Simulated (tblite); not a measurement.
Isomers of C13H11N. Computed with GFN2-xTB (tblite): harmonic, unscaled wavenumbers at the GFN2-xTB geometry, gas phase. Against measured fundamentals such values can be off by several per cent, at times by over 20. One conformer each.

Electronic energies: GFN2-xTB at the same geometries; isomer energies are rough at this level and their order can be wrong.

```
                      SMILES  electronic energy, lowest = 0 (kcal/mol)
    C#C/C=C/C=C/C=C/c1ccncc1                                      90.5
CC1=C2C=CC=C3C=CC=C(C=C1)N32                                       0.0
     C(=C/c1ccncc1)/c1ccccc1                                      29.9
```

Question: How do GFN2-xTB zero-point energies change the relative energies?

Answer: 
```json
{"SMILES": "CC1=C2C=CC=C3C=CC=C(C=C1)N32", "ZPE (kcal/mol)": "124.1", "of it from modes above 1550 cm⁻¹": "57.5", "electronic (kcal/mol)": "0.0", "with ZPE, lowest = 0 (kcal/mol)": "0.0", "lowest mode (cm⁻¹)": "77", "rings": "3"}
{"SMILES": "C(=C/c1ccncc1)/c1ccccc1", "ZPE (kcal/mol)": "123.3", "of it from modes above 1550 cm⁻¹": "57.5", "electronic (kcal/mol)": "29.9", "with ZPE, lowest = 0 (kcal/mol)": "29.1", "lowest mode (cm⁻¹)": "34", "rings": "2"}
{"SMILES": "C#C/C=C/C=C/C=C/c1ccncc1", "ZPE (kcal/mol)": "119.9", "of it from modes above 1550 cm⁻¹": "60.9", "electronic (kcal/mol)": "90.5", "with ZPE, lowest = 0 (kcal/mol)": "86.3", "lowest mode (cm⁻¹)": "26", "rings": "1"}
```

The zero-point energies span 4.2 kcal/mol, from `C#C/C=C/C=C/C=C/c1ccncc1` to `CC1=C2C=CC=C3C=CC=C(C=C1)N32`. The order is unchanged.

Question: What do entropy and thermal enthalpy add at 298.15 K and 1 bar (rigid rotor, harmonic oscillator, one conformer each)?

Answer: 
| SMILES | point group | symmetry number | S (cal/(mol K)) | H − H(0) (kcal/mol) | ZPE + H − H(0) − TS (kcal/mol) |
| --- | --- | --- | --- | --- | --- |
| CC1=C2C=CC=C3C=CC=C(C=C1)N32 | Cs | 1 | 100.0 | 7.32 | 101.6 |
| C(=C/c1ccncc1)/c1ccccc1 | C1 | 1 | 107.8 | 7.77 | 98.9 |
| C#C/C=C/C=C/C=C/c1ccncc1 | Cs | 1 | 119.7 | 9.20 | 93.4 |
